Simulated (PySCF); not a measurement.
CH4OTe, SMILES CO[TeH]. Atoms are numbered in the order given.

```xyz
7

Te    -0.3105    -0.1494     0.5019
H     -1.4688    -0.9214    -0.4689
O      1.1315    -0.0628    -0.9300
C      0.9584     0.9317    -1.9240
H      0.8557     1.9619    -1.5103
H      1.8747     0.8995    -2.5532
H      0.0799     0.7390    -2.5851
```

Geometry: PBE-D3(BJ)/def2-SVP. The def2 effective core potentials stand for the cores of Te; spin–orbit coupling is left out.

These are PySCF with r2SCAN/def2-TZVPD values and carry that method's errors.

Mulliken values depend strongly on the basis, most of all with diffuse functions as here. ESP charges are fitted to the potential on shells at 1.4 to 2.0 van der Waals radii. Atomic charges (e):

```json
[
 {"atom": "Te1", "ESP fit": "0.06", "Mulliken": "0.13"},
 {"atom": "H2", "ESP fit": "0.05", "Mulliken": "0.06"},
 {"atom": "O3", "ESP fit": "-0.23", "Mulliken": "-0.45"},
 {"atom": "C4", "ESP fit": "-0.14", "Mulliken": "-0.24"},
 {"atom": "H5", "ESP fit": "0.08", "Mulliken": "0.18"},
 {"atom": "H6", "ESP fit": "0.12", "Mulliken": "0.16"},
 {"atom": "H7", "ESP fit": "0.06", "Mulliken": "0.18"}
]
```
